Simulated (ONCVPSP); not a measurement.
# Ce (Z = 58): excitation energies, all-electron against ONCV

- Element: Ce (Z = 58)
- Generator: ONCVPSP 4.0.1
- Type: optimised norm-conserving Vanderbilt (ONCV)
- Functional: PBE
- Relativity: scalar-relativistic
- Frozen core: [Kr] 4d10
- Valence charge: 12
- Reference configuration: 4f1 5s2 5p6 5d1 6s1.75 6p0.25
- Partial waves: 5s+6s: rc 2.40 bohr, ncon 5, nbas 8, qcut 5.7 1/bohr, 2 projectors; 5p+6p: rc 2.95 bohr, ncon 4, nbas 7, qcut 5.1 1/bohr, 2 projectors; 5d: rc 2.90 bohr, ncon 3, nbas 8, qcut 5.7 1/bohr, 2 projectors, debl 0.7 Ha; 4f: rc 1.00 bohr, ncon 4, nbas 9, qcut 16.6 1/bohr, 2 projectors, debl 2.9 Ha
- Local potential: polynomial inside 0.85 bohr (lpopt 5, dvloc0 0 Ha)
- Core correction: Teter function, fcfact 4.25, rcfact 1

Energies are relative to the spin-unpolarised reference configuration 4f1 5s2 5p6 5d1 6s1.75 6p0.25; without spin polarisation the order of configurations can differ from experiment. Not all tests gave a result: 1 of 4 tests not solved or not reliable.

```json
{"valence configuration": "4f1 5s2 5p6 5d1 6s2 6p0", "charge": "0", "ΔE all-electron (eV)": "-0.602", "error AE − PS (meV)": "+0.1"}
{"valence configuration": "4f1 5s2 5p6 5d1 6s1 6p0", "charge": "+1", "ΔE all-electron (eV)": "5.468", "error AE − PS (meV)": "-1.1"}
{"valence configuration": "4f1 5s2 5p6 5d1 6s0 6p0", "charge": "+2", "ΔE all-electron (eV)": "16.549", "error AE − PS (meV)": "-2.5"}
```

Levels in the configuration 4f1 5s2 5p6 5d1 6s2 6p0:

```
level  all-electron (eV)  pseudo (eV)
   4f             -5.381       -5.380
   5s            -40.590      -40.591
   5p            -23.225      -23.226
   5d             -3.059       -3.059
   6s             -3.745       -3.745
```

Note: ghosts flagged at negative energy: s at -481.9 eV, p at -131.8 eV; GHOST(+) flagged for d at 44.4 eV. A true bound ghost makes a file unfit for plane-wave use.
